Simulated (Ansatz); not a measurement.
Reaction (formal exchange of groups at the Si–B bond): `FB(F)[SiH3]` + `C#C[SiH2][AlH2]` → `C#C[SiH2][AlH][SiH3]` + `FBF`

Gas-phase electronic energies from Ansatz, PBE0-D4/def2-TZVP geometries. CCSD(T)/CBS is the MP2 limit (def2-TZVPP, def2-QZVPP) plus CCSD(T) − MP2 in def2-TZVPP, frozen cores. This one scheme is used for every species. DFT in def2-TZVPP. B3LYP here is the variant with VWN-RPA as its local correlation; programs differ in this. HSE06 is defined as in plane-wave codes. Each species was taken in one conformer, which may not be the lowest.

```
             level  ΔE (kJ/mol)  difference from CCSD(T)/CBS
       LDA (SPW92)        -79.7                        -29.6
            PBE-D4        -68.1                        -18.0
         revPBE-D4        -65.2                        -15.1
         r2SCAN-D4        -68.1                        -18.0
          B3LYP-D4        -45.0                          5.1
        r2SCANh-D4        -66.9                        -16.8
          HSE06-D4        -65.6                        -15.5
           ωB97X-V        -43.3                          6.8
           ωB97M-V        -51.6                         -1.5
          PBE-QIDH        -58.9                         -8.8
      MP2/def2-SVP        -53.3                         -3.2
     CCSD/def2-SVP        -40.5                          9.6
     HF/def2-TZVPP         -6.5                         43.6
SCS-MP2/def2-TZVPP        -42.2                          7.9
   CCSD/def2-TZVPP        -41.2                          8.9
      HF/CBS(def2)         -6.5                         43.6
       CCSD(T)/CBS        -50.1                            0
```

Largest T1 diagnostic among the species: 0.015.

Leaving LDA and LC-ωPBE aside and taking each functional with its dispersion term where it has one, the values, not all of them listed here, spread over 31.0 kJ/mol, from r2SCAN-D4 to CAM-B3LYP-D4. LDA lies −17.4 kJ/mol from PBE without D4. The D4 term adds −9.3 kJ/mol with B3LYP and −5.2 kJ/mol with PBE0; it sums over pairs of atoms, weighted by their polarisabilities, and B3LYP, whose exchange is more repulsive, gets the larger term. From BLYP to BHLYP (50 % exact exchange), in def2-TZVPP and without D4, ΔE moves by +4.2 kJ/mol.
